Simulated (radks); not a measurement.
In5+, 44 electrons, occupied as [Kr] 4d8.

Method: scalar-relativistic Kohn-Sham, BLYP, spin-polarised, spherical densities, finite nucleus; open shells are filled with parallel spins first (spin-orbit coupling, left out, can overturn this in heavy ions); Fermi nuclear charge, rms radius 4.6156 fm; computed with a radial shooting solver on a logarithmic mesh with Libxc functionals.

Energy parts (eV):
part                       energy
total                 -159877.737
kinetic                166649.720
electron-nucleus      -383504.533
Hartree                 61274.029
exchange-correlation    -4296.953

Orbitals (lengths in bohr, moments of r in powers of bohr):
| orbital | occ. | eigenvalue (eV) | <r^2> | <r^4> | <1/r> | <r> |
|---|---|---|---|---|---|---|
| 1s up | 1 | -27828.10 | 0.001195 | 3.717e-06 | 51.85 | 0.02971 |
| 1s down | 1 | -27828.10 | 0.001195 | 3.717e-06 | 51.85 | 0.02971 |
| 2s up | 1 | -4227.327 | 0.01947 | 0.0006512 | 11.82 | 0.1285 |
| 2s down | 1 | -4226.797 | 0.01947 | 0.0006511 | 11.82 | 0.1285 |
| 2p up | 3 | -3801.988 | 0.01536 | 0.0004677 | 11.38 | 0.1122 |
| 2p down | 3 | -3801.581 | 0.01536 | 0.0004676 | 11.38 | 0.1122 |
| 3s up | 1 | -858.7218 | 0.1390 | 0.02951 | 4.182 | 0.3486 |
| 3s down | 1 | -858.4587 | 0.1389 | 0.02948 | 4.182 | 0.3486 |
| 3p up | 3 | -719.4798 | 0.1398 | 0.03132 | 3.983 | 0.3471 |
| 3p down | 3 | -719.1798 | 0.1398 | 0.03127 | 3.983 | 0.3471 |
| 3d up | 5 | -503.3024 | 0.1249 | 0.02892 | 3.756 | 0.3242 |
| 3d down | 5 | -502.8361 | 0.1248 | 0.02885 | 3.755 | 0.3241 |
| 4s up | 1 | -188.2689 | 0.7940 | 0.9307 | 1.653 | 0.8384 |
| 4s down | 1 | -186.3746 | 0.7936 | 0.9311 | 1.654 | 0.8380 |
| 4p up | 3 | -146.0851 | 0.9284 | 1.314 | 1.506 | 0.9029 |
| 4p down | 3 | -144.1702 | 0.9293 | 1.320 | 1.507 | 0.9030 |
| 4d up | 5 | -84.1550 | 1.342 | 3.023 | 1.231 | 1.073 |
| 4d down | 3 | -82.3265 | 1.356 | 3.108 | 1.227 | 1.078 |

The highest occupied level is 4d down at -82.326 eV. The spin density at the nucleus is -1.946 e/bohr^3 (1s -0.074, 2s -1.145, 3s 0.350, 4s -1.077). The electron density at the nucleus is 1.796e+05 e/bohr^3 (large components only). Summed over all electrons, <r^2> = 20.44 bohr^2, which gives a Langevin (diamagnetic) susceptibility term of -16.2 x 10^-6 cm^3/mol. Spin moment in Bohr magnetons: 2. The density falls to 0.001 e/bohr^3 at r = 2.68 bohr. For comparison, the ionisation energy in NIST's Atomic Spectra Database is 90 eV (theoretical). In exact Kohn-Sham theory the highest level is minus the ionisation energy, but local and semilocal functionals leave it too shallow, through self-interaction and a potential that decays too fast; potentials with the right tail come closer.
